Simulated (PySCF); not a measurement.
FSr (SMILES [F][Sr]), doublet, geometry from GFN2-xTB (such geometries of metal compounds can be far from the true shape) (the spin is typed, not shown lowest) (all electrons, no relativity).

Input for PySCF:
```python
from pyscf import gto, scf

mol = gto.Mole()
mol.atom = '''
    Sr   -0.000000   -0.000000   -0.371457
    F     0.000000    0.000000    1.568375
'''
mol.basis = 'sto-3g'
mol.charge = 0
mol.spin = 1
mol.verbose = 4
mol.build()

mf = scf.UHF(mol)
mf.kernel()
mf.analyze()
```

Q: What does this run give for the total energy, number of basis functions, HOMO energy, <S^2>, dipole moment?

A: 
```
Property                           Value
-------------------------  -------------
total energy               -3197.0276 Eh
number of basis functions             27
HOMO energy                     -1.70 eV
<S^2>                              0.773
dipole moment                     3.27 D
```

These values belong to the state on which the SCF converged, which isn't shown to be the lowest.
